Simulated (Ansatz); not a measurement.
`[F][Na]` + HBr → `[Na][Br]` + H–F at 500 K and 1 bar (ligand exchange at the Na–F bond).

Calculated with Ansatz (gas phase, PBE0-D4/def2-TZVP geometries, no zero-point term in ΔE). CCSD(T)/CBS adds triple-zeta CCSD(T) − MP2 to the extrapolated MP2 energy (def2 sets, frozen cores). This one scheme is used for every species. For Br, Na outer-core shells are correlated without core-valence functions, which leaves a few kJ/mol of doubt a bond. Scalar relativity is left out up to krypton.

| species | CCSD(T)/CBS energy (Eh) | H − E (kJ/mol) | S (J/(mol·K)) |
| --- | --- | --- | --- |
| `[F][Na]` | -261.92403 | 19.5 | 235.5 |
| HBr | -2573.91920 | 30.5 | 213.7 |
| `[Na][Br]` | -2735.48480 | 19.0 | 260.0 |
| H–F | -100.39570 | 39.4 | 188.7 |

H − E and S are ideal-gas, rigid-rotor, harmonic terms from PBE0-D4/def2-TZVP. 1 Eh = 2625.50 kJ/mol, R = 8.31446 J/(mol·K).

**Question.** By hand: ΔE, ΔH, ΔS and ΔG.

**Answer.** ΔE = (-2735.48480) + (-100.39570) − (-261.92403) − (-2573.91920) = -0.03727 Eh = -97.9 kJ/mol. Δ(H − E) = 19.0 + 39.4 − 19.5 − 30.5 = 8.4, so ΔH = -89.5 kJ/mol. ΔS = 260.0 + 188.7 − 235.5 − 213.7 = -0.5 J/(mol·K). ΔG = -89.5 − 500 × (-0.5)/1000 = -89.2 kJ/mol.

**Question.** By hand: the equilibrium constant, and the temperature at which ΔG would vanish if ΔH and ΔS stayed fixed.

**Answer.** log₁₀ K = −ΔG/(RT ln 10) = 9.3. ΔG = 0 at ΔH/ΔS = 179000 K, far beyond where these terms or the molecules hold.

The number of gas molecules stays the same, so ΔS is small and ΔH decides. A doubt of 5 kJ/mol in ΔE shifts log₁₀ K by 0.5 here. These are equilibria of isolated gas molecules and say nothing of rates. Largest T1 diagnostic: 0.013 (customary marks: 0.02 for closed shells, 0.045 for open ones).
